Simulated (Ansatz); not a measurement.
Program: Ansatz. Geometries: PBE0-D4/def2-TZVP. ΔE: electronic, gas phase. CCSD(T)/CBS is the MP2 limit (def2-TZVPP, def2-QZVPP) plus CCSD(T) − MP2 in def2-TZVPP, frozen cores. This one scheme is used for every species. DFT in def2-TZVPP. Elements past krypton have def2 core potentials. For In outer-core shells are correlated without core-valence functions, which leaves a few kJ/mol of doubt a bond.

`[CH3][In]([F])[C]#N` + H–F → `N#[C][In]([F])[F]` + CH₄  (ligand exchange at the In–C bond)

`[CH3][In]([F])[C]#N`:

Cartesian coordinates in Å:
```
C -1.135 0.593 0.816
In 0.316 -0.571 -0.192
F 0.259 -2.506 0.017
C 1.930 -0.093 -1.465
N 2.794 0.240 -2.153
H -0.987 1.651 0.612
H -1.051 0.403 1.886
H -2.125 0.283 0.480
```

H–F:

Cartesian coordinates in Å:
```
F -0.368 -0.126 -0.246
H 0.368 0.126 0.246
```

`N#[C][In]([F])[F]`:

```xyz
5

N     2.536    0.302    0.422
C     1.408    0.168    0.234
In   -0.622   -0.074   -0.104
F    -1.907   -0.329    1.298
F    -1.414   -0.067   -1.851
```

CH₄:

Cartesian coordinates in Å:
```
C 0.000 0.000 0.000
H 0.113 0.079 1.081
H -0.734 -0.771 -0.233
H 0.958 -0.264 -0.447
H -0.337 0.955 -0.401
```

```json
{"level": "PBE0-D4", "ΔE (eV)": "-0.42"}
{"level": "MP2/def2-TZVPP", "ΔE (eV)": "-0.36"}
```

Question: What does CCSD(T)/CBS give? (Estimate.)

Answer: Ansatz gave: -0.42 eV. The listed levels differ from it by 0.00, 0.06 eV.

Largest T1 diagnostic among the species: 0.017.

At CCSD(T), def2-SVP lies −0.25 eV from the extrapolated value and def2-TZVPP +0.01 eV. From PBE to PBE0 (25 % exact exchange), in def2-TZVPP and without D4, ΔE moves by +0.06 eV.
